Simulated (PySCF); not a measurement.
**Electron correlation in Sb (antimony, neutral)**

[Kr] 4d10 5s2 5p3, high-spin 4S determinant. Calculation: PySCF 2.14, in x2c-TZVPPall with one added diffuse shell each of s, p, d, f type (9s7p5d3f, 76 functions); the spin-free X2C one-electron Hamiltonian (Gaussian nucleus). Frozen: [Kr] 4d10; 5 electrons correlated.

```tsv
level	correlation energy (mhartree)
CCSD	-71.97
(T)	-2.47
CCSD(T)	-74.44
```

Diagnostics: T1 = 0.0033, D1 = 0.0093, largest double amplitude 0.041.

Cost of the coupled-cluster step: roughly 5 core-seconds, for 5 correlated electrons.
